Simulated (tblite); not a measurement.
Compound: C₇H₁₂S.
Atom-mapped SMILES: `[CH3:1][C:2](=[S:3])[C:4]([CH3:5])=[C:6]([CH3:7])[CH3:8]` (hydrogens: H9, H10, H11 on C1; H12, H13, H14 on C5; H15, H16, H17 on C7; H18, H19, H20 on C8)

Computed with GFN2-xTB (tblite), gas phase: L-BFGS steps from a force-field or distance-geometry start until the largest atomic force falls under 0.01 eV/Å.

Step 25: E = -661.7832 eV
```
atom  x, y, z in Å  |  force x, y, z in eV/Å
C1      2.6746   -0.4975    0.2219    0.062   0.052  -0.031
C2      1.2248   -0.8056    0.4535    0.087  -0.008   0.012
S3      0.9421   -2.1688    1.3413   -0.059   0.001  -0.003
C4      0.2269    0.0723   -0.0965   -0.067  -0.066   0.023
C5      0.7514    1.2316   -0.9104   -0.008  -0.003   0.007
C6     -1.1173   -0.0610    0.1008   -0.014  -0.039  -0.022
C7     -2.0828    0.9465   -0.4508   -0.013   0.023   0.001
C8     -1.7474   -1.1805    0.8512   -0.004   0.004   0.014
H9      2.9586   -0.7723   -0.7968   -0.026  -0.024   0.028
H10     3.2798   -1.0840    0.9117   -0.017   0.018  -0.075
H11     2.9072    0.5572    0.3523   -0.033   0.016   0.070
H12    -0.0155    1.6563   -1.5474   -0.024  -0.018  -0.008
H13     1.5716    0.9142   -1.5471    0.008  -0.008  -0.030
H14     1.1181    2.0205   -0.2539    0.006   0.020   0.017
H15    -2.1049    0.9084   -1.5411    0.028   0.020   0.020
H16    -3.0898    0.7458   -0.0946    0.006   0.014  -0.007
H17    -1.8157    1.9580   -0.1493    0.038   0.010  -0.034
H18    -1.3696   -1.2103    1.8756   -0.021  -0.040  -0.033
H19    -1.4862   -2.1411    0.4021   -0.012   0.053   0.050
H20    -2.8309   -1.0792    0.8743    0.062  -0.027   0.001
```

Step 26: E = -661.7844 eV
```
atom  x, y, z in Å  |  force x, y, z in eV/Å
C1      2.6754   -0.4962    0.2225    0.011   0.038  -0.007
C2      1.2254   -0.8056    0.4515    0.032   0.004   0.019
S3      0.9414   -2.1658    1.3443   -0.045   0.008  -0.015
C4      0.2249    0.0717   -0.0982   -0.012  -0.050   0.005
C5      0.7514    1.2304   -0.9152   -0.013  -0.031   0.026
C6     -1.1191   -0.0614    0.1020    0.000  -0.016  -0.031
C7     -2.0842    0.9482   -0.4488    0.007   0.005   0.005
C8     -1.7468   -1.1826    0.8527    0.010   0.040  -0.013
H9      2.9593   -0.7583   -0.7988   -0.015  -0.013   0.015
H10     3.2756   -1.0938    0.9061    0.015   0.015  -0.066
H11     2.9066    0.5562    0.3715   -0.023   0.021   0.049
H12    -0.0144    1.6543   -1.5553   -0.007  -0.024   0.014
H13     1.5732    0.9103   -1.5499   -0.014  -0.006  -0.018
H14     1.1205    2.0198   -0.2596   -0.015   0.007   0.002
H15    -2.1054    0.9092   -1.5390    0.022   0.020   0.016
H16    -3.0913    0.7496   -0.0927    0.001   0.006  -0.001
H17    -1.8159    1.9600   -0.1488    0.043   0.001  -0.030
H18    -1.3682   -1.2114    1.8766   -0.024  -0.044  -0.033
H19    -1.4837   -2.1411    0.4009   -0.012   0.042   0.058
H20    -2.8298   -1.0829    0.8752    0.037  -0.023   0.006
```

**Question.** Estimate the geometry and energy of step 27. (The exact step hangs on the optimiser's Hessian estimate; all steps are aligned on step 26, rigid shifts and turns removed.)

**Answer.** E = -661.7853 eV, largest force 0.064 eV/Å
```
atom  x, y, z in Å  |  force x, y, z in eV/Å
C1      2.6762   -0.4946    0.2228   -0.029   0.019   0.011
C2      1.2264   -0.8055    0.4507   -0.020   0.010   0.018
S3      0.9400   -2.1638    1.3458   -0.026   0.008  -0.019
C4      0.2236    0.0704   -0.0992    0.035  -0.021  -0.012
C5      0.7513    1.2291   -0.9178   -0.011  -0.040   0.028
C6     -1.1202   -0.0619    0.1020    0.011   0.005  -0.026
C7     -2.0849    0.9494   -0.4475    0.022  -0.007   0.005
C8     -1.7463   -1.1832    0.8534    0.014   0.048  -0.025
H9      2.9594   -0.7502   -0.7997   -0.007   0.003   0.000
H10     3.2735   -1.0994    0.9013    0.041   0.008  -0.048
H11     2.9057    0.5560    0.3842   -0.012   0.025   0.030
H12    -0.0140    1.6525   -1.5597    0.003  -0.028   0.030
H13     1.5738    0.9079   -1.5520   -0.031  -0.003  -0.005
H14     1.1217    2.0194   -0.2630   -0.030  -0.008  -0.008
H15    -2.1054    0.9100   -1.5374    0.016   0.018   0.005
H16    -3.0922    0.7520   -0.0916    0.001   0.004   0.002
H17    -1.8151    1.9613   -0.1492    0.044  -0.004  -0.022
H18    -1.3677   -1.2129    1.8767   -0.016  -0.037  -0.016
H19    -1.4825   -2.1403    0.4013   -0.004   0.014   0.045
H20    -2.8284   -1.0856    0.8759    0.000  -0.013   0.007
```

The energy changes by -0.0009 eV. The first-order estimate −F·Δx gives -0.0012 eV and the mean of the old and new forces, exact on a quadratic surface, -0.0009 eV. The step makes an angle of 72° with the force vector and moves no atom by more than 0.013 Å.

The cost below is that of the whole relaxation. Hardware: one thread, Arm Neoverse V1 (aarch64), on a shared host. Cost: 1.1 s wall.
